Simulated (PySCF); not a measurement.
Basis and Hamiltonian dependence of the excitation energy of N

N [He] 2s2 2p3 (4S) → N [He] 2s1 2p4 (4P). Calculated with PySCF 2.14 from differences of total energies of unrestricted determinants, without spin-orbit coupling. Values in eV.

```tsv
basis	Hamiltonian	functions	UHF	LDA	PBE0	MP2 (valence)	CCSD(T) (valence)	CCSD(T) (valence and next inner shell)
aug-cc-pVDZ-DK	spin-free X2C	23	11.009	10.676	10.751	11.073	10.845	n/a
aug-cc-pwCVDZ	non-relativistic	27	10.976	10.644	10.715	11.075	10.850	10.845
x2c-TZVPPall	spin-free X2C	31	10.952	10.611	10.671	11.076	10.971	10.954
def2-TZVPPD	non-relativistic	37	10.926	10.585	10.644	11.037	10.823	10.810
aug-cc-pVTZ	non-relativistic	46	10.890	10.575	10.639	11.031	n/a	n/a
aug-cc-pVTZ-DK	spin-free X2C	46	10.915	10.601	10.665	11.057	10.830	n/a
x2c-QZVPPall	spin-free X2C	57	10.911	10.590	10.650	11.066	10.922	10.895
dyall-av3z	spin-free X2C	71	10.895	10.579	10.642	11.070	10.837	n/a
dyall-av3z	non-relativistic	71	10.870	10.553	10.615	11.044	10.814	n/a
dyall-acv3z	non-relativistic	76	10.870	10.553	10.615	11.044	10.814	10.814
aug-cc-pVQZ	non-relativistic	80	10.873	10.556	10.619	11.034	10.802	n/a
aug-cc-pwCVQZ	non-relativistic	109	10.873	10.555	10.616	11.042	n/a	n/a
aug-cc-pCVQZ-DK	spin-free X2C	109	10.898	10.581	10.643	11.068	n/a	n/a
aug-cc-pV5Z	non-relativistic	127	10.869	10.551	10.613	11.041	n/a	n/a
```

Frozen in the all-electron rows: valence: 1s2; valence and next inner shell: nothing.

Reference for a calculation without spin-orbit coupling: 10.927 eV (measured, between term centres; NIST).
